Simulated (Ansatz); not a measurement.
Frontier orbitals of H5N2O2Ta (`[NH]=[Ta]([NH2])([OH])[OH]`).

```xyz
10

N    -0.410   -1.323    1.013
Ta    0.017   -0.138   -0.230
N     0.143    1.586    0.747
O    -1.316   -0.029   -1.605
O     1.691   -0.552   -1.071
H    -0.652   -2.051    1.663
H     0.374    2.467    0.310
H    -0.010    1.714    1.734
H    -2.174   -0.444   -1.683
H     2.338   -1.229   -0.880
```

The species carries charge 0 and has multiplicity 1. Correlated methods include outer-core shells of Ta, which these sets cover unevenly. Ta: def2 effective core potential. Geometry: relaxed with PBE0-D4/def2-TZVP. It is one conformer, not always the lowest. Basis def2-TZVPP, Ansatz 0.2.0.

| functional | HOMO (eV) | LUMO (eV) | gap (eV) |
| --- | --- | --- | --- |
| PBE | -6.02 | -0.64 | 5.38 |
| revPBE | -5.94 | -0.54 | 5.40 |
| PBE0 | -7.47 | 0.11 | 7.58 |
| LC-ωPBE | -10.30 | 1.99 | 12.29 |
| ωB97M-V | -9.83 | 1.32 | 11.15 |
| HF | -10.61 | 2.35 | 12.96 |

Against PBE, PBE0 changes HOMO and LUMO by −1.45 and +0.75 eV, ωB97M-V by −3.81 and +1.96 eV. A gap of 5.39 eV thus becomes 11.16 eV for the same molecule, so an orbital gap means little without its functional. A positive LUMO is unbound and depends on the basis.

LC-ωPBE has ω = 0.4 bohr⁻¹.
